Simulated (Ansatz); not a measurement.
`CNB(Cl)Cl`, one more setting.

```yaml
crystal:
  periodic: [false, false, false]
  atoms:
    - {symbol: C, position_ang: [-1.003497, -0.584702, 0.314239]}
    - {symbol: N, position_ang: [0.148161, 0.282485, 0.405806]}
    - {symbol: B, position_ang: [1.114134, 0.530105, -0.552779]}
    - {symbol: Cl, position_ang: [1.071475, -0.238111, -2.138370]}
    - {symbol: Cl, position_ang: [2.431651, 1.647592, -0.184547]}
    - {symbol: H, position_ang: [-1.932462, -0.018859, 0.425939]}
    - {symbol: H, position_ang: [-1.013924, -1.071906, -0.658917]}
    - {symbol: H, position_ang: [-0.974648, -1.358229, 1.086320]}
    - {symbol: H, position_ang: [0.247610, 0.765327, 1.285107]}
basis:
  gaussian: {orbitals: "6-31G*", final_grid: {core_spheres: 5, valence_spheres: 4, degree: 11}}
hamiltonian: {xc: {name: B97M-V}}
output: {forces: true}
```

```sh
$ ansatz run in.yaml --threads 4 --pin off --events-out ev --progress --plain --max-ram 10444MiB
```

Output, abridged:

```
Functional definition: B97M-V
1118 factors; their error is unknown
mean field evaluation 1: about -28305.1840 eV, gradient 4.8e1 eV
mean field evaluation 2: about -28294.9642 eV, gradient 7.9e1 eV
mean field evaluation 4: about -28310.1464 eV, gradient 2.8e0 eV
mean field evaluation 8: about -28310.1647 eV, gradient 9.7e-2 eV
mean field evaluation 16: about -28310.0998 eV, gradient 5.4e-4 eV
mean field -28310.09980108 eV, -1040.3769784149 hartree, gradient 7.4e-5 eV, S^2 0.000000; 0 other end points of the search recorded, 0 dependent functions left out
reference -28310.09989851 eV, -1040.3769819952 hartree; 28, 28 occupied and 63, 63 virtual orbitals, 1118 factors
Total energy: -28310.09989851 eV, -1040.3769819952 hartree
Atom 0 at    -1.003497    -0.584702     0.314239 Å, force    -0.382765    -0.174092     0.240832 eV/Å
Atom 1 at     0.148161     0.282485     0.405806 Å, force     0.060111     0.063340     0.064205 eV/Å
Atom 2 at     1.114134     0.530105    -0.552779 Å, force     0.010345    -0.023312    -0.065457 eV/Å
Atom 3 at     1.071475    -0.238111    -2.138370 Å, force    -0.046250    -0.080130    -0.148605 eV/Å
Atom 4 at     2.431651     1.647592    -0.184547 Å, force     0.092279     0.096182     0.071685 eV/Å
Atom 5 at    -1.932462    -0.018859     0.425939 Å, force     0.084615    -0.009081    -0.100864 eV/Å
Atom 6 at    -1.013924    -1.071906    -0.658917 Å, force     0.149965     0.108664     0.068835 eV/Å
Atom 7 at    -0.974648    -1.358229     1.086320 Å, force     0.040734     0.027276    -0.120560 eV/Å
Atom 8 at     0.247610     0.765327     1.285107 Å, force    -0.009034    -0.008847    -0.010071 eV/Å
Dipole moment:    -0.496129    -0.144043     0.453209 e Å
```

Run time 1.9 s (4 threads of an Arm Neoverse V2 on a shared host); peak host memory 0.42 GiB.
